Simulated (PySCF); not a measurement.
Compound: C7H12Si.
Numbering: `[CH3:1][CH2:2][CH2:3][C:4]1=[CH:5][SiH2:6][CH:7]=[CH:8]1` (hydrogens: H9, H10, H11 on C1; H12, H13 on C2; H14, H15 on C3; H16 on C5; H17, H18 on Si6; H19 on C7; H20 on C8)

The same species was optimised twice, with GFN2-xTB and with PBE0-D3(BJ)/def2-SVP (PySCF), and the same property calculations (PySCF, gas phase) were run on both structures.

```json
{"coordinate": "C4–C8 (Å)", "GFN2-xTB": "1.464", "PBE0-D3(BJ)/def2-SVP": "1.490", "change": "+0.026"}
{"coordinate": "C5–Si6 (Å)", "GFN2-xTB": "1.881", "PBE0-D3(BJ)/def2-SVP": "1.867", "change": "-0.014"}
{"coordinate": "Si6–C7 (Å)", "GFN2-xTB": "1.887", "PBE0-D3(BJ)/def2-SVP": "1.874", "change": "-0.013"}
{"coordinate": "C4=C5 (Å)", "GFN2-xTB": "1.342", "PBE0-D3(BJ)/def2-SVP": "1.354", "change": "+0.012"}
{"coordinate": "C7=C8 (Å)", "GFN2-xTB": "1.336", "PBE0-D3(BJ)/def2-SVP": "1.348", "change": "+0.012"}
{"coordinate": "C1–C2 (Å)", "GFN2-xTB": "1.523", "PBE0-D3(BJ)/def2-SVP": "1.520", "change": "-0.003"}
{"coordinate": "C2–C3 (Å)", "GFN2-xTB": "1.533", "PBE0-D3(BJ)/def2-SVP": "1.530", "change": "-0.003"}
{"coordinate": "C3–C4 (Å)", "GFN2-xTB": "1.497", "PBE0-D3(BJ)/def2-SVP": "1.500", "change": "+0.003"}
{"coordinate": "C5–Si6–C7 (°)", "GFN2-xTB": "88.7", "PBE0-D3(BJ)/def2-SVP": "92.5", "change": "+3.8"}
{"coordinate": "Si6–C7–C8 (°)", "GFN2-xTB": "109.3", "PBE0-D3(BJ)/def2-SVP": "106.5", "change": "-2.8"}
{"coordinate": "C4–C5–Si6 (°)", "GFN2-xTB": "110.2", "PBE0-D3(BJ)/def2-SVP": "107.8", "change": "-2.4"}
{"coordinate": "C2–C3–C4 (°)", "GFN2-xTB": "110.9", "PBE0-D3(BJ)/def2-SVP": "112.9", "change": "+2.0"}
{"coordinate": "C1–C2–C3 (°)", "GFN2-xTB": "111.7", "PBE0-D3(BJ)/def2-SVP": "113.0", "change": "+1.3"}
{"coordinate": "C4–C8–C7 (°)", "GFN2-xTB": "116.7", "PBE0-D3(BJ)/def2-SVP": "117.8", "change": "+1.1"}
{"coordinate": "C3–C4–C8 (°)", "GFN2-xTB": "119.4", "PBE0-D3(BJ)/def2-SVP": "118.8", "change": "-0.6"}
{"coordinate": "C5–C4–C8 (°)", "GFN2-xTB": "115.1", "PBE0-D3(BJ)/def2-SVP": "115.5", "change": "+0.4"}
{"coordinate": "C1–C2–C3–C4 (°)", "GFN2-xTB": "180", "PBE0-D3(BJ)/def2-SVP": "179", "change": "-1"}
{"coordinate": "C2–C3–C4–C5 (°)", "GFN2-xTB": "106", "PBE0-D3(BJ)/def2-SVP": "107", "change": "+1"}
```

Rotational constants: A = 4800, B = 812.1, C = 745.6 MHz (GFN2-xTB) against A = 4743, B = 808.2, C = 738.9 MHz (PBE0-D3(BJ)/def2-SVP). Point groups within 0.08 Å: C1 and C1.

On the GFN2-xTB structure: HOMO (eV) -6.50 [PBE0/pcSseg-1]; LUMO (eV) -1.31 [PBE0/pcSseg-1]; dipole (D) 0.72 [PBE0/pcSseg-1]; GIAO shielding of C1 (ppm) 169.5 [PBE0/pcSseg-1]; GIAO shielding of C2 (ppm) 157.9 [PBE0/pcSseg-1]; GIAO shielding of C3 (ppm) 142.6 [PBE0/pcSseg-1]; GIAO shielding of C4 (ppm) 14.5 [PBE0/pcSseg-1]; GIAO shielding of C5 (ppm) 62.5 [PBE0/pcSseg-1]; GIAO shielding of Si6 (ppm) 392.1 [PBE0/pcSseg-1]; GIAO shielding of C7 (ppm) 50.5 [PBE0/pcSseg-1]; GIAO shielding of C8 (ppm) 28.4 [PBE0/pcSseg-1].

What do these properties become on the PBE0-D3(BJ)/def2-SVP structure?

```tsv
property	level	on GFN2-xTB	on PBE0-D3(BJ)/def2-SVP	change
HOMO (eV)	PBE0/pcSseg-1	-6.50	-6.64	-0.14
LUMO (eV)	PBE0/pcSseg-1	-1.31	-1.41	-0.10
dipole (D)	PBE0/pcSseg-1	0.72	1.09	+0.37
energy, GFN2-xTB geometry as zero (kcal/mol)	PBE0/pcSseg-1	0.0	-1.9	-1.9
GIAO shielding of C1 (ppm)	PBE0/pcSseg-1	169.5	167.7	-1.8
GIAO shielding of C2 (ppm)	PBE0/pcSseg-1	157.9	157.5	-0.4
GIAO shielding of C3 (ppm)	PBE0/pcSseg-1	142.6	141.4	-1.2
GIAO shielding of C4 (ppm)	PBE0/pcSseg-1	14.5	10.9	-3.6
GIAO shielding of C5 (ppm)	PBE0/pcSseg-1	62.5	60.1	-2.4
GIAO shielding of Si6 (ppm)	PBE0/pcSseg-1	392.1	390.4	-1.7
GIAO shielding of C7 (ppm)	PBE0/pcSseg-1	50.5	49.1	-1.4
GIAO shielding of C8 (ppm)	PBE0/pcSseg-1	28.4	23.8	-4.6
```

The heavy atoms differ by 0.034 Å rms after alignment. Among bonds between heavy atoms C4–C8 changes most (+0.026 Å). Changes are differences of the printed values. Neither structure is proved a minimum here.

The values belong to the conformer `[CH3:1][CH2:2][CH2:3][C:4]1=[CH:5][SiH2:6][CH:7]=[CH:8]1`: C1–C2–C3–C4 179°, C2–C3–C4–C5 107°.
